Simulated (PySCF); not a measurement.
IrH3, singlet: computed properties

All numbers come from PySCF, PBE0, basis Ir x2c-TZVPall, H x2c-TZVPall (spin-free X2C, no spin–orbit coupling, density fitting).

The structure is a minimum.

Coordinates in bohr (charge 0 multiplicity 1):
```
Ir    0.0000    0.0000   -0.0234
H     2.4560    0.0000    1.4928
H    -1.2280    2.1270    1.4928
H    -1.2280   -2.1270    1.4928
```

```
Point group                                                                   : C3v
Bond lengths                                                                  : Ir–H 1.527 Å (×3)
Bond angles                                                                   : H–Ir–H 94.9° (×3)
Rotational symmetry number                                                    : 3
Enthalpy at 298.15 K above 0 K                                                : 10.69 kJ/mol
Lowest empty level                                                            : -1.72 eV
Dipole moment                                                                 : 1.90 D
Zero-point energy                                                             : 57.6 kJ/mol
Principal quadrupole moments (Buckingham, traceless) about the centre of mass : -0.78, 0.39, 0.39 D Å
Principal polarisabilities                                                    : 37.1, 37.1, 38.1 bohr³
Entropy at 298.15 K and 1 bar                                                 : 236.6 J/(mol K)
Rotational constants                                                          : 3.771, 3.771, 3.301 cm⁻¹
Heat capacity Cp at 298.15 K                                                  : 42.8 J/(mol K)
Highest occupied level                                                        : -6.81 eV
```

Harmonic modes (masses in u: Ir 192.963, H 1.008):
```json
{"symmetry": "a1", "ω (cm⁻¹)": "720", "IR (km/mol, summed over degenerate members)": "33.3", "μ (u)": "1.02", "type": "bend"}
{"symmetry": "e", "ω (cm⁻¹)": "746", "IR (km/mol, summed over degenerate members)": "8.4", "μ (u)": "1.01", "type": "bend"}
{"symmetry": "e", "ω (cm⁻¹)": "2460", "IR (km/mol, summed over degenerate members)": "53.3", "μ (u)": "1.01", "type": "stretch"}
{"symmetry": "a1", "ω (cm⁻¹)": "2505", "IR (km/mol, summed over degenerate members)": "0.2", "μ (u)": "1.01", "type": "stretch"}
```

In C3v the vibrations span 2a1 + 2e.

Charges (e):
```
  atom  Mulliken  Löwdin  polar tensor  Mayer order to Ir1
   Ir1     -0.24   -0.01          0.38                   –
H2,3,4      0.08    0.00         -0.13                1.01
```

Mulliken populations on Ir1: s 10.91, p 24.16, d 28.16, f 14.01.

Outer orbital energies (eV). occupied: -10.40, -10.17, -10.17, -7.00, -7.00, -6.81; empty: -1.72, -1.72, -1.36, 1.75.

Formally Ir is in oxidation state +3, d6, with 0 unpaired electrons (the high-spin count would be 4). The polar-tensor charge on Ir, 0.38, is far below the formal one.

Only a few start shapes were tried, so a lower isomer may exist. Spin–orbit coupling, left out here, can matter for elements this heavy.

The final relaxation and frequency run took about 4 core-minutes on a shared host.
